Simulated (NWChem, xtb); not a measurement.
**How methods differ on CH4ClFGe (SMILES [CH3][GeH]([F])[Cl])**

The species is CH4ClFGe (8 atoms), meant as a singlet with charge 0. As SMILES, `[CH3][GeH]([F])[Cl]`. Geometry: relaxed at PBE0-D4/def2-TZVP.

Each level gives the dipole moment (D). The values are calculated.

```json
{"level": "GFN2-xTB", "kind": "semi-empirical", "program": "xtb", "value (D)": "3.38"}
{"level": "GFN0-xTB", "kind": "semi-empirical", "program": "xtb", "value (D)": "3.29"}
{"level": "GFN1-xTB", "kind": "semi-empirical", "program": "xtb", "value (D)": "3.38"}
{"level": "HF/STO-3G", "kind": "Hartree–Fock", "program": "NWChem", "value (D)": "3.17"}
{"level": "HF/3-21G", "kind": "Hartree–Fock", "program": "NWChem", "value (D)": "3.95"}
{"level": "HF/def2-SVP", "kind": "Hartree–Fock", "program": "NWChem", "value (D)": "3.23"}
{"level": "B3LYP/6-31G* (spherical functions)", "kind": "global hybrid", "program": "NWChem", "value (D)": "3.08"}
{"level": "B3LYP/6-31G* (Cartesian functions)", "kind": "global hybrid", "program": "NWChem", "value (D)": "3.07"}
{"level": "PBE0/def2-SVP", "kind": "global hybrid", "program": "NWChem", "value (D)": "2.94"}
```

All-electron rows without a relativistic Hamiltonian named are non-relativistic. The values span 2.94 to 3.95 D. Magnitudes only. Sets without polarisation functions give poor dipoles. Without the sets that lack polarisation functions the rows with a basis span only 2.94 to 3.23 D.
